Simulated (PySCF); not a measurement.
# S (sulfur, neutral) across methods

[Ne] 3s2 3p3 3d1, high-spin 5D determinant (an excited configuration). Computed with PySCF 2.14 in aug-cc-pCVQZ-DK (10s9p7d5f3g, 134 functions), with scalar relativity by spin-free X2C-1e.

| method | E (hartree) | mean ε 3s β (eV) | mean ε 3p α (eV) | mean ε 3d α (eV) | Σ⟨r²⟩ (bohr²) | ⟨S²⟩ |
| --- | --- | --- | --- | --- | --- | --- |
| LDA | -397.5006 | -18.277 | -10.818 | 0.730 | 38.99 | 6.000 |
| PBEsol | -398.0857 | -17.981 | -10.781 | 0.709 | 39.02 | 6.000 |
| UHF | -398.29456 | -21.751 | -16.474 | -1.240 | 38.88 | 6.001 |
| PBE0 | -398.7582 | -19.333 | -12.387 | 0.117 | 38.75 | 6.000 |
| r2SCAN | -398.8656 | -18.011 | -11.369 | 0.682 | 38.69 | 6.001 |
| r2SCAN0 | -398.8615 | -19.271 | -12.753 | 0.143 | 38.52 | 6.001 |
| PBE | -398.7311 | -18.023 | -10.817 | 0.664 | 39.01 | 6.000 |
| M06-2X | -398.8774 | -20.901 | -13.513 | -0.320 | 39.01 | 6.001 |

The outer electron is Rydberg-like, and this basis confines it to a smaller radius and binds it less than a complete one would.

The highest occupied level is positive at LDA, PBEsol, PBE0, r2SCAN, r2SCAN0, PBE: only the finite basis holds that electron, which in a density functional comes from self-interaction.
